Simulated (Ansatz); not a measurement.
Abridged output of a molecular run in Ansatz:

```
Functional definition: HF
849 factors; integrals over basis functions are off by at most 1.4e-3 eV
mean field evaluation 1: about -17048.3369 eV, gradient 3.7e1 eV
mean field evaluation 2: about -17048.3771 eV, gradient 3.7e1 eV
mean field evaluation 4: about -17050.9930 eV, gradient 2.6e0 eV
mean field evaluation 8: about -17051.0178 eV, gradient 8.5e-2 eV
mean field evaluation 16: about -17050.9657 eV, gradient 3.9e-1 eV
mean field -17051.01787910 eV, -626.6133494620 hartree, gradient 6.9e-6 eV, S^2 0.000000; 0 other end points of the search recorded, 0 dependent functions left out
9 core orbitals not correlated: weight in the atoms' cores, before any rotation towards them, 1.000 or more for the frozen orbitals, at most 0.000 for the correlated occupied ones
reference -17051.01787910 eV, -626.6133494620 hartree; 16, 16 occupied and 64, 64 virtual orbitals, 849 factors
second order -21.28277263 eV of doubles, -0.00000000 eV of singles
cycle   1  -21.52802841 eV  change   -2.5e-1 eV  update   9.8e-2
cycle   2  -21.97099175 eV  change   -4.4e-1 eV  update   2.7e-2
cycle   3  -22.09065003 eV  change   -1.2e-1 eV  update   1.4e-2
cycle   4  -22.08506592 eV  change    5.6e-3 eV  update   2.4e-3
cycle   5  -22.08367166 eV  change    1.4e-3 eV  update   9.9e-4
cycle   6  -22.08404225 eV  change   -3.7e-4 eV  update   2.8e-4
cycle   7  -22.08394388 eV  change    9.8e-5 eV  update   9.7e-5
cycle   8  -22.08387066 eV  change    7.3e-5 eV  update   3.2e-5
cycle   9  -22.08387825 eV  change   -7.6e-6 eV  update   1.2e-5
perturbative correction -0.38496594 eV, -0.0141472373 hartree
Total energy: -17073.48672329 eV, -627.4390642559 hartree
```

Its atoms:

Z-matrix (Å, degrees):
```
C
Si 1 1.874
F 1 1.390 2 109.3
H 1 1.095 2 111.4 3 -120.1
H 1 1.096 2 111.1 3 119.8
F 2 1.585 1 109.7 3 68.6
F 2 1.588 1 107.3 3 -174.7
H 2 1.474 1 114.1 3 -53.3
```

(1) Which basis set was used?
A. def2-SVP
B. def2-TZVPPD
C. cc-pV(Q+d)Z
D. cc-pV(T+d)Z

(2) Write the keys of the input that set method, charge and spin (a neutral closed shell needs none for the last two).

Answers

(1) A. It gives 89 functions.

(2) 
```yaml
correlation: {method: ccsd_t}
```
